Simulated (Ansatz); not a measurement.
A nudged elastic band was laid between two geometries of H4O2Sn (7 atoms, charge 0, multiplicity 1).

All numbers below come from RKS LDA/def2-SVP in Ansatz 0.2.0.

```json
{"movable images": "7", "climbing image": "yes", "spring": "5.0 eV/Å²", "optimiser": "quadratic models (default)", "start path": "through a guess of the saddle point", "force threshold": "0.03 eV/Å", "iteration limit": "60", "end points": "relaxed"}
```

Image 0:

```xyz
7
Properties=species:S:1:pos:R:3
Sn 0.281 0.008 0.089
O 0.722 -0.119 2.017
H -0.058 0.095 2.565
H 1.797 -0.316 -0.645
H -0.556 1.454 -0.297
O -1.074 -1.376 -0.331
H -0.705 -2.272 -0.201
```

Image 8:

```xyz
7
Properties=species:S:1:pos:R:3
Sn 0.190 0.343 -0.802
O 1.010 -0.020 1.281
H 0.363 -0.881 1.074
H 1.937 -0.331 1.246
H -1.202 1.253 -0.109
O -0.477 -1.473 0.115
H -1.413 -1.417 0.392
```

Task: What changes between the two ends?

Result: Bonds broken: Sn1–H4. Bonds formed: O2–H4.

Task: What energy profile does the band end with?

Result: It converged. The highest image is number 3 of 0 to 8, 1.50 eV above the first end and 2.22 eV above the last; the last end lies 0.72 eV below the first. The profile has 2 maxima (images 3, 7) with wells between them (image 6): this band takes more than one step, which may be the mechanism or a detour left from its start path. Neighbouring images differ by up to 1.9 eV, so the band resolves the path poorly. A vibrational analysis at the climbing image gives one clearly imaginary mode, 1019i cm⁻¹: a first-order saddle point. The orbitals stay closed-shell, which can raise the energy where a bond breaks towards radicals; this wasn't checked here.

| image | path coordinate (Å) | energy (eV) | Sn1–H4 (Å) | O2–H4 (Å) |
| --- | --- | --- | --- | --- |
| 0 | 0.00 | 0.00 | 1.71 | 2.88 |
| 1 | 0.79 | 0.07 | 1.72 | 2.97 |
| 2 | 1.57 | 0.39 | 1.71 | 2.53 |
| 3 | 2.36 | 1.50 | 1.76 | 1.63 |
| 4 | 3.63 | -0.45 | 2.55 | 0.98 |
| 5 | 4.90 | -0.45 | 2.49 | 0.99 |
| 6 | 6.17 | -0.68 | 2.26 | 1.09 |
| 7 | 7.44 | -0.37 | 2.59 | 0.99 |
| 8 | 8.71 | -0.72 | 2.77 | 0.98 |

Task: What is the geometry of the highest image?

Result: 
```xyz
7
Properties=species:S:1:pos:R:3:forces:R:3
Sn 0.187 0.067 -0.265 0.00 0.00 0.00
O 0.847 0.267 1.753 0.00 0.00 0.00
H 0.525 -0.484 2.298 0.00 0.00 0.00
H 1.725 -0.308 0.503 0.00 0.00 0.00
H -0.768 1.459 -0.639 0.00 0.00 0.00
O -1.245 -1.314 -0.225 0.00 0.00 0.00
H -0.863 -2.213 -0.228 0.00 0.00 0.00
```

Time of the run: 5.5 min on 1 thread of Arm Neoverse V1, on a shared host, peak memory 0.14 GiB.
